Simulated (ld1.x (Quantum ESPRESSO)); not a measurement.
B (Z = 5): one change to a PAW potential, before and after

B (Z = 5), PAW, made with ld1.x (Quantum ESPRESSO) 7.5 (LDA (PZ), scalar-relativistic). Core [He], reference 2s2 2p1. Waves: 2s (bound): rcut 0.90, rcutus 1.25 bohr; 2s channel at 1.65 Ry: rcut 0.90, rcutus 1.25 bohr; 2p (bound): rcut 2.10, rcutus 2.60 bohr; 2p channel at 0.55 Ry: rcut 2.10, rcutus 2.60 bohr; 3d channel at -0.1 Ry: rcut 1.80, rcutus 2.20 bohr. Local part: all-electron potential smoothed inside 1.45 bohr (lloc = -2). Core correction: a·sin(br)/r model core inside 1.15 bohr. Augmentation charge: PSQ, inside the norm-conserving radii.

Change: waves 2p (bound): rcut 2.10, rcutus 4.00 bohr; 2p channel at 0.55 Ry: rcut 2.10, rcutus 4.00 bohr.

Cutoffs: the cutoffs (Ry, on a coarse ladder) from which the occupation-weighted sum of valence levels, in a spherical-Bessel basis at the reference potential, stays within 10 and 1 mRy of its value at 400 Ry; they do not see the model core or the augmentation charge, which bear on the density cutoff. Errors are all-electron minus pseudo energies relative to the spin-unpolarised reference configuration.

**Question.** What does the change do?

**Answer.** The potential gets neither clearly harder nor softer (18 Ry and 25 Ry → 18 Ry and 25 Ry); of the 9 tests that both files solve, the error grows in 5 and shrinks in 0 by more than 15 % and 0.3 meV (median size 0.3 → 0.7 meV); neither file shows a bound ghost. More of the atom is replaced by a form fitted at one configuration, so other configurations suffer.

| quantity | base | changed |
| --- | --- | --- |
| cutoff, loose | 18 Ry | 18 Ry |
| cutoff, tight | 25 Ry | 25 Ry |
| bound ghosts | none | none |
| error for 2s2 2p0, meV [ΔE 8.33 eV] | 0.0 | -0.4 |
| error for 2s1 2p0, meV [ΔE 33.63 eV] | -7.8 | -7.7 |
| error for 2s2 2p0.5, meV [ΔE 2.94 eV] | 0.0 | -0.4 |
| error for 2s1 2p1, meV [ΔE 14.28 eV] | -2.5 | -8.7 |
| error for 2s1 2p2, meV [ΔE 5.69 eV] | -0.2 | -0.7 |
| error for 2s2 2p1.3, meV [ΔE -0.77 eV] | +0.1 | +0.1 |
| error for 2s0 2p3, meV [ΔE 11.40 eV] | -2.2 | -3.0 |
| error for 2s2 2p1 (spin-polarised), meV [ΔE -0.23 eV] | -0.3 | -0.4 |
| error for 2s1 2p0 (spin-polarised), meV [ΔE 32.90 eV] | -9.7 | -9.8 |
| lowest overlap eigenvalue by channel | s 0.55, p 0.75, d 0.59 | s 0.55, p 0.80, d 0.59 |
